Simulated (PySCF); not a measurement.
**BeP at UHF-MP2**

Level: UHF-MP2. basis Be pcseg-2, P pcseg-2; no relativity; PySCF 2.14.

For BeP, the state is ⁴Σ⁻ (quartet), unpaired electrons σ ↑, π ↑↑ and the bond length is 205.6 pm. The harmonic wavenumber is 646 cm⁻¹. The force constant is 1.72 mdyn/Å, the rotational constant Be is 0.5715 cm⁻¹ and the anharmonicity ωexe is 5.02 cm⁻¹. The vibration–rotation constant αe is 0.00584 cm⁻¹ and the well depth De to Be + P is 1.17 eV. The dissociation energy D0 is 1.13 eV.

Correlated steps freeze 5 core orbitals. The state was picked by a PBE0 search and need not be the measured ground state.
